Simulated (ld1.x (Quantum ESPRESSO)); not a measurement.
**Before and after: TM potential for Tl (Z = 81)**

```
Element                 : thallium
Generator               : ld1.x (Quantum ESPRESSO) 7.5
Type                    : norm-conserving Troullier–Martins (Kleinman–Bylander form)
Functional              : PBE
Relativity              : non-relativistic
Frozen core             : [Xe] 4f14
Valence charge          : 13
Reference configuration : 5d10 6s2 6p0 (charge +1)
Partial waves           : 6s (bound): rc 1.70 bohr; 6p (bound, empty): rc 2.10 bohr; 5d (bound): rc 1.90 bohr
Local potential         : all-electron potential smoothed inside 2.05 bohr (lloc = -1)
Core correction         : none
```

All-electron outer shells of the reference configuration (PBE, non-relativistic, ld1.x):

| shell | level (eV) | outermost node (bohr) | outermost maximum (bohr) |
| --- | --- | --- | --- |
| 5p | -77.73 | 0.52 | 0.94 |
| 5d | -25.33 | 0.54 | 1.11 |
| 6s | -13.85 | 1.16 | 2.32 |
| 6p | -8.26 | 1.28 | 2.80 |

Change: local potential all-electron potential smoothed inside 1.40 bohr (lloc = -1).

Cutoffs: the cutoffs (Ry, on a coarse ladder) from which the occupation-weighted sum of valence levels, in a spherical-Bessel basis at the reference potential, stays within 10 and 1 mRy of its value at 400 Ry; they do not see the model core or the augmentation charge, which bear on the density cutoff. Errors are all-electron minus pseudo energies relative to the spin-unpolarised reference configuration.

Question: What does the change do?

Answer: The potential gets neither clearly harder nor softer (50 Ry and 110 Ry → 50 Ry and 110 Ry); the bound ghosts move from s to p, s; of the 7 tests that both files solve, the error grows in 3 and shrinks in 1 by more than 15 % and 0.3 meV (median size 5.5 → 5.8 meV); the range in which the s phases agree narrows (upper end 4.8 → 0.9); the range in which the p phases agree widens (upper end -0.2 → 2.4). In the separable form a ghost depends on how the local part lies against the semilocal potential of the channel, so the choice of the local part can create or remove one.

| quantity | base | changed |
| --- | --- | --- |
| cutoff, loose | 50 Ry | 50 Ry |
| cutoff, tight | 110 Ry | 110 Ry |
| loose cutoff by channel (10 mRy a level) | s 30 Ry, d 40 Ry | s 25 Ry, d 40 Ry |
| bound ghosts | s | s, p |
| error for 5d10 6s2 6p1, meV [ΔE -5.32 eV] | +2.1 | +2.8 |
| error for 5d10 6s1 6p0, meV [ΔE 17.84 eV] | +11 | +21 |
| error for 5d10 6s0 6p0, meV [ΔE 44.07 eV] | +85 | +86 |
| error for 5d10 6s2 6p0.5, meV [ΔE -3.37 eV] | +0.4 | +1.0 |
| error for 5d9 6s2 6p1, meV [ΔE 18.79 eV] | -139 | -59 |
| error for 5d10 6s0 6p3, meV [ΔE 4.92 eV] | +0.9 | +0.9 |
| error for 5d10 6s1 6p1, meV [ΔE 5.67 eV] | +5.5 | +5.8 |
| s: phases at 2.31 bohr within 0.05 rad from the reference energy up to (Ry; the scan ends near 5) | 4.8 | 0.9 |
| p: phases at 2.31 bohr within 0.05 rad from the reference energy up to (Ry; the scan ends near 5) | -0.2 | 2.4 |
| d: phases at 2.31 bohr within 0.05 rad from the reference energy up to (Ry; the scan ends near 5) | 1.6 | to the end of the scan |

 A true bound ghost makes a file unfit for plane-wave use even where its test errors are small: the radial tests pick states by their node count and pass the ghost by.
